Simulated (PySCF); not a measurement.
All of these have the formula C4H10OSi. Computed with TDDFT B3LYP/def2-SVPD, vertical, gas phase, core orbitals frozen in the response in PySCF. Geometries: PBE0-D3(BJ)/def2-SVP; one conformer of each isolated species. Triplets are in the Tamm–Dancoff approximation. 'Strongest' means the level of largest summed f among the lowest 10 singlets; it needn't be the same kind of state in each.

Task: Rank by computed lowest singlet excitation energy, lowest first.
A. `C=CC[SiH2]OC`
B. `C1[SiH](CCC1)O`
C. `CO[C@H]1CC[SiH2]1`
D. `C[C@@H]1CCO[SiH2]1`
E. `[SiH3]OCC1CC1`
F. `C=CO[SiH](C)C`

Result: C (5.73 eV), F (6.04 eV), A (6.28 eV), B (6.45 eV), D (6.60 eV), E (6.73 eV).

```
            SMILES  S1 (eV)  HOMO (eV)  first f ≥ 0.01 (nm)  strongest (eV)  f (S1)  S1 mainly
 CO[C@H]1CC[SiH2]1     5.73      -6.64                  217            5.73   0.048  H→L (95%)
     C=CO[SiH](C)C     6.04      -6.42                  190            6.73   0.005  H→L (75%)
      C=CC[SiH2]OC     6.28      -6.93                  198            6.97   0.167  H→L (76%)
      O[SiH]1CCCC1     6.45      -7.47                  192            7.75   0.011  H→L (97%)
C[C@@H]1CCO[SiH2]1     6.60      -7.56                  178            8.09   0.003  H→L (89%)
     [SiH3]OCC1CC1     6.73      -7.77                  167            7.56   0.003  H→L (92%)
```

H and L stand for HOMO and LUMO.

Mean S1 by what the SMILES shows (count): single bonds only 6.37 eV (4); a double or triple bond but no aromatic ring 6.16 eV (2).

Without π bonds the low states are Rydberg-like; a valence basis with one diffuse set may place them up to an eV too high.
